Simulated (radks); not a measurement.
Excited configurations of the neodymium ion Nd+: one electron is placed in a higher orbital outside [Xe] 4f4. The ground configuration is [Xe] 4f4 6s1. Calculated with a radial shooting solver on a logarithmic mesh with Libxc functionals: scalar-relativistic Kohn-Sham, BLYP, spin-polarised, spherical densities, finite nucleus; open shells are filled with parallel spins first (spin-orbit coupling, left out, can overturn this in heavy ions); Fermi nuclear charge, rms radius 4.9123 fm. Excitation = E - E(ground); binding = E(ion) - E, where the ion is the core of charge +2; n* = 2/sqrt(2 binding) in atomic units, and the quantum defect is n - n*.

| outer orbital | excitation (eV) | binding (eV) | n* | <r> (bohr) |
|---|---|---|---|---|
| 5d | 1.118 | 9.953 | 2.338 | 2.997 |
| 5f | 7.582 | 3.489 | 3.949 | 8.601 |
| 6p | 3.098 | 7.974 | 2.613 | 4.925 |
| 6d | 6.394 | 4.677 | 3.411 | 7.594 |
| 6f | 8.642 | 2.429 | 4.733 | 14.38 |
| 7s | 5.666 | 5.406 | 3.173 | 7.913 |
| 7p | 6.704 | 4.368 | 3.530 | 9.356 |
| 7d | 8.137 | 2.934 | 4.307 | 13.10 |

The Delta-SCF ionisation energy is 11.072 eV (NIST Atomic Spectra Database: 10.78 eV, semi-empirical). Self-interaction in the functional shifts the binding energies and quantum defects, so they are the method's values and not measured ones. Open shells are spherical and high-spin; term and fine-structure splittings are not resolved. Spin-orbit splitting is averaged out at the scalar-relativistic level.
